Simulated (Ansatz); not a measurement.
Basis-set extrapolation for `CO[SiH2][AlH][CH3]` (PBE0-D4/def2-TZVP geometry, frozen core, the Gaussian-basis code of Ansatz). Multiplicity 1, RHF reference.

|  | def2-TZVPP | def2-QZVPP |
| --- | --- | --- |
| HF | -686.791408 | -686.815299 |
| MP2 correlation | -0.793937 | -0.850728 |
| CCSD(T) correlation | -0.885547 | not run |

Energies in hartree. Use E(X) = E(∞) + A·exp(−7.88·√X) for Hartree–Fock and E(X) = E(∞) + B·X^(−2.97) for correlation, with X = 3 and 4, and add CCSD(T) minus MP2 of the smaller set to the MP2 limit.

Question: What is the CCSD(T) energy at the basis-set limit?

Answer: HF limit: -686.815299 + (-0.023891) × 0.13774 = -686.81859. MP2 limit: -0.850728 + (-0.056791) × 0.74074 = -0.89280. Higher-order term: -0.885547 − (-0.793937) = -0.09161. Total: -687.80300 hartree, 3.43 eV below CCSD(T)/def2-TZVPP.
